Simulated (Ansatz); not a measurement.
Molecule: C₃H₂F₃, net charge 0, doublet state. It need not be the lowest isomer of its formula. 
Structure (B3LYP-D3(BJ)/def2-TZVP (Ansatz, a quantum-chemistry and plane-wave program) minimum search):
```
C
C 1 1.3620
F 2 1.3216 1 124.24
F 2 1.3237 3 111.49 1 -180.00
C 1 1.3783 2 124.65 3 -180.00
F 5 1.3448 1 118.73 2 -180.00
H 5 1.0786 6 114.11 1 -180.00
H 1 1.0818 2 116.57 3 0.00
```
Charge 0, spin multiplicity 2.

Basis-set convergence of Hartree-Fock and MP2 correlation energies (hartree) with Ansatz. Cores are frozen in the correlated levels unless marked. UHF or UKS for open shells. No spin-orbit coupling. Non-relativistic.

The UHF reference is spin-contaminated (<S^2> 0.19 over the pure value in the largest basis). 

| basis | functions | E(HF) | E(corr, MP2) |
|---|---|---|---|
| cc-pVDZ | 94 | -413.03862 | -0.90534 |
| cc-pVTZ | 208 | -413.17339 | -1.17789 |
| cc-pVQZ | 390 | -413.20546 | -1.27761 |

Extrapolating the two largest sets (X = 3 and 4) as X^-3: E(corr) = (64·(-1.27761) - 27·(-1.17789))/37 = -1.3504 Eh, an estimate of the basis-set limit. The largest set recovers 94.6 % of it, the smallest 67.0 %.
